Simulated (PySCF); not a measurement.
Numbering as in the mapped SMILES `[BH2:1][CH2:2][BH:3][CH2:4][CH2:5][CH3:6]`; H(Xn) means a hydrogen on atom n.

[PySCF: PBE0-D3(BJ)/def2-SVP structure; σ from GIAO-CAM-B3LYP/pcSseg-1; relativity neglected; one conformer; no solvent; equivalent nuclei averaged]

References, each an isolated molecule treated in the same way: $^{13}$C, $^{1}$H vs TMS; BF3·OEt2 for $^{11}$B.

```json
{"atoms": "C2", "nucleus": "$^{13}$C", "count": "1", "δ (ppm)": "61.0"}
{"atoms": "H(B1)", "nucleus": "$^{1}$H", "count": "2", "δ (ppm)": "7.72"}
{"atoms": "H(C6)", "nucleus": "$^{1}$H", "count": "3", "δ (ppm)": "1.08"}
{"atoms": "H(C2)", "nucleus": "$^{1}$H", "count": "2", "δ (ppm)": "?"}
{"atoms": "C4", "nucleus": "$^{13}$C", "count": "1", "δ (ppm)": "40.0"}
{"atoms": "C5", "nucleus": "$^{13}$C", "count": "1", "δ (ppm)": "20.9"}
{"atoms": "H(B3)", "nucleus": "$^{1}$H", "count": "1", "δ (ppm)": "7.49"}
{"atoms": "H(C4)", "nucleus": "$^{1}$H", "count": "2", "δ (ppm)": "?"}
{"atoms": "B1", "nucleus": "$^{11}$B", "count": "1", "δ (ppm)": "91.1"}
{"atoms": "C6", "nucleus": "$^{13}$C", "count": "1", "δ (ppm)": "?"}
{"atoms": "B3", "nucleus": "$^{11}$B", "count": "1", "δ (ppm)": "?"}
{"atoms": "H(C5)", "nucleus": "$^{1}$H", "count": "2", "δ (ppm)": "1.70"}
```

Task: Fill in the missing shifts.

Result: 
- C6: 18.6 ppm, methyl carbon; a saturated carbon with 1 carbon neighbour and no heteroatom attached
- H(C2): 3.90 ppm, hydrogen on an sp3 CH2 bonded to 2 B
- H(C4): 1.31 ppm, hydrogen on an sp3 CH2 bonded to B
- B3: 91.1 ppm, boron bonded to 2 C, H

Hydrogens on boron are broadened and split by $^{11}$B (spin 3/2, 80 %) and 10B (spin 3). A carbon bonded to boron is broadened by the quadrupolar boron nucleus and is often missing from a measured spectrum. Shifts are as computed, not scaled to solution data. Of 1211 compounds with measured shifts, 218 miss one by over three times the rms of a fit or turn the order of signals round; such compounds aren't used in these exercises.
